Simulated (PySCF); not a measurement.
## Static response to an electric field

C6H8Si2.
Cartesian coordinates in Å at the GFN2-xTB level; atoms count from 1:
```
atom  x, y, z in Å
C1     3.5508   -0.5589    0.7172
C2     2.3747   -0.4439    0.4950
C3     0.9990   -0.2837    0.2288
C4     0.1632   -1.3299    0.3300
Si5   -1.6831   -1.2827    0.0108
C6    -2.2045    0.4647   -0.4517
C7    -1.3818    1.5056   -0.5613
Si8    0.4743    1.4671   -0.2696
H9     4.5761   -0.6689    0.9122
H10    0.5841   -2.2890    0.6216
H11   -2.0178   -2.1934   -1.0969
H12   -2.4060   -1.7049    1.2224
H13   -3.2637    0.6130   -0.6435
H14   -1.7912    2.4730   -0.8394
H15    1.1897    1.8418   -1.4996
H16    0.8284    2.3991    0.8127
```

Level: PBE0/def2-SVPD (PySCF), static field, nuclei fixed, core orbitals frozen in the response. The polarisability tensor in these axes (au):

```
x   161.70  13.01  10.35
y    13.01 121.08  -7.15
z    10.35  -7.15  83.87
```

Q: Give the principal values, the mean and the anisotropy Δα = √{½[(α1 − α2)² + (α2 − α3)² + (α1 − α3)²]}.

A: Principal values 80.53, 119.83 and 166.29 au; mean 122.22 au = 18.11 Å³ = 20.15 × 10⁻⁴⁰ C²·m²/J; Δα = 74.35 au (61 % of the mean).

Q: What is the dipole moment, and where does it point?

A: (-0.46, 0.14, -0.10) D, 0.49 D in size, pointing from the negative to the positive side. Measured along this direction, the outermost atoms are H9 at the negative end and H13 at the positive end.

Q: Find the Langevin capture rate constant for O2+ (31.990 u) meeting this molecule (136.016 u), k = 2.342 × 10⁻⁹ cm³/s × √(α in Å³ / reduced mass in u).

A: The reduced mass is 25.90 u, so k = 1.96 × 10⁻⁹ cm³/s. The formula leaves out the permanent dipole, which adds to the capture rate.

Q: Form Σ f/ω² (atomic units) for the 6 lowest TDDFT singlets, given as eV and f, and set it beside the mean polarisability, which is this sum over all singlets: 4.75, 0.0000; 5.17, 0.2352; 5.48, 0.0017; 5.49, 0.0024; 5.57, 0.0127; 5.65, 0.0013.

A: They add up to 6.96 au, 5.7 % of the 122.22 au; the largest single term is 6.53 au, from the state at 5.17 eV. Terms in order: 0.00, 6.53, 0.04, 0.06, 0.30, 0.03 au. Higher excitations give the rest. The strengths listed sum to 0.253.

Q: Estimate the molar refractivity from the static electronic polarisability.

A: Lorentz–Lorenz: R = (4π/3)N_A α = 2.5225 cm³/(mol·Å³) × 18.11 Å³ = 45.7 cm³/mol, in the limit of long wavelengths.

Q: Give the eigenvalues of the traceless quadrupole moment Θ = ½Σq(3rr − r²1), origin at the centre of nuclear charge.

A: -7.64, -1.02, 8.66 D·Å. The values depend on the origin, since the dipole doesn't vanish. The electronic extent ⟨r²⟩ about the same centre is 1476 bohr², a root-mean-square distance of 2.40 Å for the 72 electrons.

Isolated species at its GFN2-xTB geometry, gas phase.
